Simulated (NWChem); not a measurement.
Species: C₃H₅BF₂; SMILES C=CCB(F)F

```xyz
11

B     -0.0104     1.0369    -0.0270
C     -0.6519    -0.3240    -0.4619
C      0.2236    -1.5230    -0.2787
C     -0.0829    -2.5964     0.4511
H     -0.8868    -0.1868    -1.5383
H     -1.6278    -0.4478     0.0345
H      1.1977    -1.4888    -0.7821
H     -1.0400    -2.6797     0.9768
H      0.6133    -3.4329     0.5515
F      1.2968     1.2064     0.0542
F     -0.7566     2.0949     0.2380
```
Atoms are numbered in this order, from 1.

Computed with NWChem. Pople sets run with spherical d functions. Geometry: optimised at PBE0/def2-SVP. Vertical excitations in the gas phase.

Task: What does the run give for PBE/6-31G*, TDA? Quantities: lowest excitation, singlet (eV); oscillator strength of that lowest state; lowest state with f > 0.02, singlet (eV); orbital gap (eV).

Result: 
- lowest excitation, singlet (eV) = 5.82
- oscillator strength of that lowest state = 0.007
- lowest state with f > 0.02, singlet (eV) = 7.80
- orbital gap (eV) = 5.62
